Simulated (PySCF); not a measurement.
Telling isomers of C5H5FO2Si apart by NMR

Gas phase, relativity neglected, a single conformation, fast rotation and ring inversion assumed for equivalent nuclei. Structure optimised with GFN2-xTB; GIAO PBE0/pcSseg-1 shieldings; PySCF 2.14.

Shifts are taken against calculated references (same method and geometry level): TMS for 1H, 13C. Splittings of carbon signals by F and P are missing where no couplings were computed. Where no couplings were computed, multiplicities follow the n + 1 count of equivalent neighbours, and m marks all less simple cases (inequivalent or close neighbours, rings, F or P nearby). Shifts are as computed. Against solution values, carbons near 30 ppm lie about +3 ppm off and those near 130 ppm about +5 ppm. Of 1211 compounds with measured shifts, 218 miss one by over three times the rms of a fit or turn the order of signals round; such compounds aren't used in these exercises.

(1) Tabulate the signals of `O=C(F)c1cc([SiH3])co1`, `O=C(F)c1ccc([SiH3])o1` and their relative energies.

(2) What is the quickest way to tell O=C(F)c1cc([SiH3])co1 from O=C(F)c1ccc([SiH3])o1?

## Answers

(1) 
```tsv
SMILES	carbon types	δC	δH	E rel. (kcal/mol)
O=C(F)c1cc([SiH3])co1	3×C 2×CH	162.1, 155.6, 146.8, 139.4, 117.8	7.85 (m, 1H), 7.74 (m, 1H), 4.54 (s, 3H)	0.0
O=C(F)c1ccc([SiH3])o1	3×C 2×CH	166.7, 155.9, 151.5, 132.6, 130.8	7.70 (m, 1H), 7.19 (m, 1H), 4.53 (s, 3H)	0.6
```

Energies are electronic energies at PBE0/pcSseg-1 on these geometries, without zero-point or thermal terms, each for the one conformer computed, which needn't be the lowest.

(2) Both give the same number of carbon signals, with the same numbers of each carbon type, so the positions decide. The first has a substituted aromatic carbon (C) at 117.8 ppm, the second a substituted aromatic carbon next to the ring oxygen (C) at 166.7 ppm. Their most deshielded carbons lie at 162.1 and 166.7 ppm.
